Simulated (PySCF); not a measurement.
**One molecule, a ladder of functionals, a line**

Molecule: `O=CO[SiH2]N[SiH3]`, CH$_{7}$NO$_{2}$Si$_{2}$.

Numbering as in the mapped SMILES `[O:1]=[CH:2][O:3][SiH2:4][NH:5][SiH3:6]`; H(Xn) means a hydrogen on atom n.

GIAO shieldings (ppm, equivalent atoms averaged) in PySCF on the PBE0-D3(BJ)/def2-SVP geometry, basis pcSseg-1, gas phase, non-relativistic:

```csv
functional,exact exchange (%),σ(O3),σ(Si4),σ(Si6),σ(N5)
BLYP,0,70.8,352.9,378.6,233.9
BP86,0,75.2,357.3,383.6,238.7
PBE,0,74.0,357.6,384.8,239.0
B3LYP,20,85.4,365.8,390.8,239.8
PBE0,25,92.0,374.2,400.1,245.6
mPW1PW91,25,92.1,373.5,398.5,244.8
HF,100,137.5,423.1,443.4,255.8
```

**Question.** Fit each shielding as a line in the percentage of exact exchange.

**Answer.** σ(O3) = 74.0 + 0.64 x (rms 1.8 ppm); σ(Si4) = 355.7 + 0.67 x (rms 2.0 ppm); σ(Si6) = 382.2 + 0.61 x (rms 2.5 ppm); σ(N5) = 238.0 + 0.19 x (rms 2.3 ppm). The functionals also differ in their semilocal parts, which the line can't hold; Hartree–Fock has no correlation at all.

**Question.** What does the line predict for BHandHLYP (50 %), and what does the run give?

**Answer.** σ(O3): 106.0 predicted, 105.6 computed; σ(Si4): 389.2 predicted, 386.0 computed; σ(Si6): 412.7 predicted, 409.5 computed; σ(N5): 247.5 predicted, 246.5 computed ppm.
